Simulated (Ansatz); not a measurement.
Geometry optimisation, RKS B3LYP-D4/6-31G (Ansatz).

input.yaml

```yaml
crystal:
  periodic: [false, false, false]
  atoms:
    - { symbol: C, position_ang: [-1.1303, 0.1268, 1.1519] }
    - { symbol: S, position_ang: [0.1572, 1.2867, 0.6218] }
    - { symbol: B, position_ang: [0.4686, 0.3663, -1.0021] }
    - { symbol: "N", position_ang: [1.609, -0.7393, -1.0327] }
    - { symbol: Cl, position_ang: [-0.4021, 0.8254, -2.541] }
    - { symbol: H, position_ang: [-0.7926, -0.846, 1.2618] }
    - { symbol: H, position_ang: [-1.5546, 0.5212, 2.1176] }
    - { symbol: H, position_ang: [-1.9604, 0.1986, 0.385] }
    - { symbol: H, position_ang: [1.2478, -1.4491, -0.2846] }
    - { symbol: H, position_ang: [2.4404, -0.3417, -0.6747] }
basis:
  gaussian: { orbitals: "6-31G" }
hamiltonian:
  xc: b3lyp
  dispersion: d4
relax:
  f_tol: 0.015
  max_steps: 40
```

Command:

```bash
$ ansatz run input.yaml --threads 1 --pin off --max-ram 2048MiB --backend cpu --events-out ev --progress --plain --runs-dir out
```

Question: Where does it end, and by what steps?

Answer: It converged. Limits of this set-up: no polarisation functions. After 23 steps the energy has fallen by 2.449 eV; H9 moved furthest, 2.09 Å.

| step | energy less start (eV) | largest force component (eV/Å) | accepted |
| --- | --- | --- | --- |
| 0 | 0.0000 | 4.770 | yes |
| 1 | -0.4817 | 2.234 | yes |
| 2 | -0.7181 | 1.418 | yes |
| 3 | -0.9323 | 1.231 | yes |
| 4 | -1.2377 | 1.093 | yes |
| 5 | -1.5109 | 2.069 | yes |
| 6 | -1.8457 | 1.143 | yes |
| 7 | -2.0325 | 1.137 | yes |
| 8 | -2.1297 | 0.727 | yes |
| 9 | -2.1801 | 0.456 | yes |
| 10 | -2.2395 | 0.205 | yes |
| 11 | -2.3009 | 0.436 | yes |
| 12 | -2.3524 | 0.414 | yes |
| 13 | -2.3851 | 0.468 | yes |
| 14 | -2.4300 | 0.302 | yes |
| 15 | -2.4410 | 0.108 | yes |
| 16 | -2.4435 | 0.249 | yes |
| 17 | -2.4464 | 0.064 | yes |
| 18 | -2.4476 | 0.055 | yes |
| 19 | -2.4475 | 0.090 | no |
| 20 | -2.4482 | 0.026 | yes |
| 21 | -2.4484 | 0.044 | yes |
| 22 | -2.4485 | 0.021 | yes |
| 23 | -2.4485 | 0.004 | yes |

```xyz
10
Properties=species:S:1:pos:R:3
C -1.494 0.466 1.250
S 0.390 0.428 1.055
B 0.649 -0.251 -0.645
N 1.937 -0.427 -1.149
Cl -0.771 -0.712 -1.720
H -1.894 -0.544 1.170
H -1.677 0.871 2.245
H -1.932 1.110 0.489
H 2.109 -0.795 -2.074
H 2.765 -0.197 -0.618
```

Whether the end is a true minimum wasn't checked by a vibrational analysis.

Run time: 110 s on 1 CPU thread of a shared host.
